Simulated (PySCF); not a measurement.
# BrGeN: from structure and modes to constants

Method: PBE0/[Ge def2-TZVP, N def2-TZVP, Br def2-TZVP], no relativity, density fitting, PySCF.

The singlet minimum has C∞v symmetry. Masses (u): Ge 73.92118, N 14.00307, Br 78.91834.

```xyz
3
charge 0 multiplicity 1, angstrom
Ge   -0.9200    0.0000   -0.1237
N    -2.5427    0.0000   -0.3418
Br    1.3129    0.0000    0.1765
```

Harmonic wavenumbers (cm⁻¹): 101.2 (π, ×2), 308.4 (σ+, ×1), 1043.2 (σ+, ×1).

Task: Find the vibrational entropy and heat capacity at 298.15 K.

Result: With u = 1.43878 ω/T, each mode gives S = R[u/(eᵘ−1) − ln(1−e⁻ᵘ)] and C = R u² eᵘ/(eᵘ−1)².
```
  ω (cm⁻¹)      u  S (J/(mol K))  C (J/(mol K))
101.2 (×2)  0.488          14.36           8.15
     308.4  1.488           5.74           6.94
    1043.2  5.034           0.33           1.39
```
The sums over all modes are S = 34.8 and C = 24.6 J/(mol K); the softest mode gives 41 % of the entropy (each member, where degenerate).

Task: Give the standard entropy (298.15 K, 1 bar) by its translational, rotational, vibrational and spin parts, and Cp.

Result: Sackur–Tetrode with M = 166.84 u gives 172.7; rotation with symmetry number 1 gives 76.4; vibration 34.8; spin R ln 1 = 0.0. The total is 283.9 J/(mol K), and Cp = 7/2 R + 24.6 = 53.7 J/(mol K).

This need not be the most stable arrangement of these atoms.
